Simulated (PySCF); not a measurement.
# Broadened absorption spectrum of C4H10Si2

Compound: C4H10Si2.
InChI=1S/C4H10Si2/c1-3-6(5)4-2/h1,6H,4H2,2,5H3/t6-/m1/s1

The calculation used TDDFT wB97X-D/def2-SVPD, vertical, gas phase, core orbitals frozen in the response in PySCF 2.14.0, density-fitted response routines. The structure is a single GFN2-xTB conformer in the gas phase; no vibrational or solvent corrections. Torsions of this conformer, `[CH:1]#[C:2][Si@@H:3]([SiH3:4])[CH2:5][CH3:6]`: C2–Si3–C5–C6 179°.

Each state is given a Gaussian of 0.5 eV full width at half maximum, with ε(max) = 2.175×10⁸ f / Δν̃ (Δν̃ the width in cm⁻¹). The width is an assumption, not a result. The curve ends short of the highest state used, and states not computed would add to its high-energy end.

E (eV), ε (L mol⁻¹ cm⁻¹) and a bar:
```
     5.37          0 
     5.45          1 
     5.54          3 
     5.62          8 
     5.70         24 
     5.78         61 
     5.87        155 #
     5.95        308 #
     6.03        541 ##
     6.12        871 ###
     6.20       1152 ####
     6.28       1330 ####
     6.36       1339 ####
     6.45       1147 ####
     6.53        878 ###
     6.61        637 ##
     6.70        555 ##
     6.78        791 ###
     6.86       1452 #####
     6.95       2814 #########
     7.03       4516 ###############
     7.11       6392 #####################
     7.19       7994 ###########################
     7.28       8966 ##############################
```

(1) Where are the band maxima, and which computed states make them?

(2) Coming from long wavelengths, where does ε first pass 100 L mol⁻¹ cm⁻¹?

(3) On this curve, what absorbance would a 10⁻⁴ mol/L sample give at 222 nm over a 1 cm path?

## Answers

(1) 196 nm (6.32 eV), ε about 1400, made up of S2 (63%) and S3 (35%) (ε in L mol⁻¹ cm⁻¹; maxima over ε = 5, shares over 10%). At its high-energy end, 7.28 eV, the curve is still rising (ε about 9000, from S4 and S5). The states used: S1 6.12 eV (f 0.0009); S2 6.32 eV (f 0.016); S3 6.34 eV (f 0.0087); S4 7.17 eV (f 0.020); S5 7.28 eV (f 0.132); S6 7.63 eV (f 0.053); S7 7.71 eV (f 0.021); S8 7.88 eV (f 0.011).

(2) At about 213 nm (5.83 eV), 0.29 eV below S1.

(3) 222 nm is 5.585 eV, where ε is about 5 L mol⁻¹ cm⁻¹, so A = ε c l ≈ 0.0005 (Beer–Lambert, with the gas-phase spectrum and the assumed width).

Hardware: Arm Neoverse N1, one thread, no GPU (shared host). Cost: 69 s, 0.88 GiB resident at most.
